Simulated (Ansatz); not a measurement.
Basis-set extrapolation for C2H7BF2Si, SMILES `C[Si](C)(F)BF` (PBE0-D4/def2-TZVP geometry, frozen core, Ansatz 0.2.0). Multiplicity 1, RHF reference.

|  | def2-TZVPP | def2-QZVPP |
| --- | --- | --- |
| HF | -592.579547 | -592.602801 |
| MP2 correlation | -1.065722 | -1.152607 |
| CCSD(T) correlation | -1.150295 | not run |

Energies in hartree. Use E(X) = E(∞) + A·exp(−7.88·√X) for Hartree–Fock and E(X) = E(∞) + B·X^(−2.97) for correlation, with X = 3 and 4, and add CCSD(T) minus MP2 of the smaller set to the MP2 limit.

Q: What is the CCSD(T) energy at the basis-set limit?

A: HF limit: -592.602801 + (-0.023254) × 0.13774 = -592.60600. MP2 limit: -1.152607 + (-0.086885) × 0.74074 = -1.21697. Higher-order term: -1.150295 − (-1.065722) = -0.08457. Total: -593.90754 hartree, 466.5 kJ/mol below CCSD(T)/def2-TZVPP.
